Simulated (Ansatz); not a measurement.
`N#C[Si](F)(F)Cl` → F• + `N#C[Si](F)Cl`• at 500 K and 1 bar (homolysis of the F–Si bond).

Program: Ansatz. Geometries: PBE0-D4/def2-TZVP. ΔE: electronic, gas phase. CCSD(T)/CBS adds triple-zeta CCSD(T) − MP2 to the extrapolated MP2 energy (def2 sets, frozen cores). This one scheme is used for every species, atoms too. Open shells (•) are unrestricted, without spin–orbit coupling. Spin–orbit coupling would lower the free atoms: a little for F.

```csv
species,CCSD(T)/CBS energy (Eh),H − E (kJ/mol),S (J/(mol·K))
`N#C[Si](F)(F)Cl`,-1041.37860,85.0,397.8
F•,-99.66871,10.4,171.2
`N#C[Si](F)Cl`•,-941.44968,69.0,376.7
```

H − E and S are ideal-gas, rigid-rotor, harmonic terms from PBE0-D4/def2-TZVP, for one conformer and one mirror image of each species, with the whole ground term of open shells counted as degenerate. 1 Eh = 2625.50 kJ/mol, R = 8.31446 J/(mol·K).

Problem. By hand: ΔE, ΔH, ΔS and ΔG.

Solution. ΔE = (-99.66871) + (-941.44968) − (-1041.37860) = 0.26021 Eh = 683.2 kJ/mol. Δ(H − E) = 10.4 + 69.0 − 85.0 = -5.6, so ΔH = 677.6 kJ/mol. ΔS = 171.2 + 376.7 − 397.8 = 150.1 J/(mol·K). ΔG = 677.6 − 500 × (150.1)/1000 = 602.6 kJ/mol.

Problem. By hand: the equilibrium constant, and the temperature at which ΔG would vanish if ΔH and ΔS stayed fixed.

Solution. log₁₀ K = −ΔG/(RT ln 10) = -63.0. ΔG = 0 at ΔH/ΔS = 4514 K, far beyond where these terms or the molecules hold.

The number of gas molecules changes by +1, which sets the sign of ΔS. A doubt of 5 kJ/mol in ΔE shifts log₁₀ K by 0.5 here. Other conformers and mirror images would add mixing entropy, several J/(mol·K) or more a flexible species. These are equilibria of isolated gas molecules and say nothing of rates. Largest T1 diagnostic: 0.017 (customary marks: 0.02 for closed shells, 0.045 for open ones).
